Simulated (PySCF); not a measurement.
Input for PySCF:
```python
from pyscf import gto, scf, dft

mol = gto.M(
    atom='''
Si   -2.00928681    0.31082660    1.04009462
Si   -0.99917176    1.88841840   -0.30786964
Si    1.33189105    1.86714352   -0.19955031
Si    2.16544122   -0.29385339   -0.43750807
Si    0.52549777   -1.90244534   -0.79030876
Si   -1.22044177   -1.84448819    0.75266407
H    -1.87499552    0.71935075    2.45827646
H    -1.55553093    3.23387203   -0.11514543
H    -1.38026573    1.55425403   -1.69439246
H     1.70927656    2.39928772    1.12036694
H     1.97417437    2.80156719   -1.13565077
H     3.19097114   -0.33738215   -1.48875925
H     2.91262466   -0.65638541    0.77738508
H     1.09306438   -3.24634636   -0.95936981
H    -0.08846579   -1.63116720   -2.10228082
H    -0.77260544   -2.47247584    2.00725274
H    -2.32326312   -2.72299726    0.32701094
''',
    basis='6-311g**',
    spin=1,
    verbose=4,
)

mf = dft.UKS(mol)
mf.xc = 'pbe'
mf = mf.density_fit(auxbasis='def2-universal-jkfit')
mf.kernel()
```

**Question.** Predict the dipole moment from DF-PBE/6-311G** (PySCF).

**Answer.** 0.12 D

**Question.** What nuclear repulsion energy does DF-PBE/6-311G** give?

**Answer.** 663.8182 Eh

**Question.** Predict the number of basis functions from DF-PBE/6-311G**.

**Answer.** 222

**Question.** Give the Mulliken (on the basis functions themselves) charges in atom order at the level DF-PBE/6-311G**.

**Answer.** Si1 0.04, Si2 0.05, Si3 0.09, Si4 0.09, Si5 0.07, Si6 0.09, H7 -0.04, H8 -0.03, H9 -0.05, H10 -0.04, H11 -0.03, H12 -0.03, H13 -0.04, H14 -0.03, H15 -0.05, H16 -0.04, H17 -0.03

These values belong to the state on which the SCF converged, which isn't shown to be the lowest.

**Question.** Roughly what does it cost on one core?

**Answer.** very roughly 70 core-seconds.
